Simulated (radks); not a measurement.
Spherical jellium clusters: N electrons in a uniform positive sphere of charge N and radius rs N^(1/3), rs = 3.53 bohr. Calculated with a radial shooting solver with Libxc functionals: non-relativistic Kohn-Sham, PBEsol, spin-polarised, spherical densities. Levels are named by radial order and angular momentum (1s, 1p, 1d, 2s, ...), and open shells are averaged over m. Each electron was tried in the lowest free levels, single moves between levels near the top were tried too, and the lowest total energy was kept; such a search can miss a lower state. Energies include the self-energy of the background; IP and EA are vertical (highest electron removed, lowest free level filled), at fixed background; spill-out counts the electrons outside the background radius R, and alpha is the static dipole polarisability from linear response (closed shells only). A dash means not computed or, for alpha, an open shell; in EA it means that no bound solution was reached, which is typical of self-interaction and does not show that the anion is unstable. Real open-shell clusters deform, which this model forbids.

\begin{tabular}{lrrrrrr}
N & open shells & 2S & E/N (eV) & E(N+1) + E(N-1) - 2E(N) (eV) & IP (eV) & -e(HOMO) (eV) \\ \hline
1 & 1s(up 1, down 0) & 1 & -1.179 & - & - & 3.262 \\
2 & none & 0 & -1.633 & 1.246 & 5.706 & 3.491 \\
3 & 1p(up 1, down 0) & 1 & -1.370 & -0.754 & 4.037 & 2.237 \\
4 & 1p(up 2, down 0) & 2 & -1.426 & -0.533 & 4.709 & 2.844 \\
5 & 1p(up 3, down 0) & 3 & -1.567 & 0.454 & 5.077 & 3.235 \\
6 & 1p(up 3, down 1) & 2 & -1.585 & -0.510 & 4.471 & 2.866 \\
7 & 1p(up 3, down 2) & 1 & -1.671 & -0.342 & 4.890 & 3.250 \\
8 & none & 0 & -1.778 & 1.478 & 5.141 & 3.514 \\
9 & 1d(up 1, down 0) & 1 & -1.697 & -0.330 & 3.580 & 2.133 \\
10 & 1d(up 2, down 0) & 2 & -1.666 & -0.278 & 3.899 & 2.453 \\
11 & 1d(up 3, down 0) & 3 & -1.665 & -0.237 & 4.143 & 2.707 \\
12 & 1d(up 4, down 0) & 4 & -1.684 & -0.204 & 4.337 & 2.916 \\
13 & 1d(up 5, down 0) & 5 & -1.716 & 0.456 & 4.495 & 3.090 \\
14 & 1d(up 5, down 0) 2s(up 1, down 0) & 6 & -1.711 & -0.206 & 3.993 & 2.702 \\
15 & 1d(up 5, down 2) & 3 & -1.720 & -0.224 & 4.191 & 2.875 \\
16 & 1d(up 5, down 3) & 2 & -1.742 & -0.172 & 4.363 & 3.055 \\
17 & 1d(up 5, down 4) & 1 & -1.771 & -0.149 & 4.504 & 3.205 \\
18 & none & 0 & -1.806 & 0.190 & 4.621 & 3.334 \\
19 & 2s(up 1, down 0) & 1 & -1.827 & 0.295 & 4.399 & 3.152 \\
20 & none & 0 & -1.831 & 0.574 & 4.107 & 2.935 \\
21 & 1f(up 1, down 0) & 1 & -1.807 & -0.157 & 3.559 & 2.369 \\
22 & 1f(up 2, down 0) & 2 & -1.793 & -0.143 & 3.699 & 2.516 \\
23 & 1f(up 3, down 0) & 3 & -1.786 & -0.130 & 3.822 & 2.647 \\
24 & 1f(up 4, down 0) & 4 & -1.785 & -0.120 & 3.931 & 2.764 \\
25 & 1f(up 5, down 0) & 5 & -1.789 & -0.110 & 4.028 & 2.870 \\
26 & 1f(up 6, down 0) & 6 & -1.797 & -0.101 & 4.116 & 2.966 \\
27 & 1f(up 7, down 0) & 7 & -1.808 & 0.393 & 4.195 & 3.054 \\
28 & 1f(up 7, down 1) & 6 & -1.804 & -0.123 & 3.781 & 2.675 \\
29 & 1f(up 7, down 2) & 5 & -1.805 & -0.112 & 3.889 & 2.788 \\
30 & 1f(up 7, down 3) & 4 & -1.809 & -0.102 & 3.986 & 2.891 \\
31 & 1f(up 7, down 4) & 3 & -1.816 & -0.093 & 4.072 & 2.983 \\
32 & 1f(up 7, down 5) & 2 & -1.826 & -0.086 & 4.150 & 3.068 \\
33 & 1f(up 7, down 6) & 1 & -1.838 & -0.080 & 4.221 & 3.146 \\
34 & none & 0 & -1.852 & 0.400 & 4.286 & 3.217 \\
35 & 2p(up 1, down 0) & 1 & -1.853 & -0.063 & 3.871 & 2.839 \\
36 & 2p(up 2, down 0) & 2 & -1.856 & -0.048 & 3.947 & 2.917 \\
37 & 2p(up 3, down 0) & 3 & -1.860 & - & 4.007 & 2.982 \\
\end{tabular}

All shells are closed at N = 2, 8, 18, 20, 34 (there: 1s2 1p6 1d10 2s2 1f14); the second difference of the energy has clear peaks (12 % above both neighbours; the first and last values, which can be the largest, are not judged, and half-filled shells can peak too) at N = 5, 8, 13, 20, 27, 34.
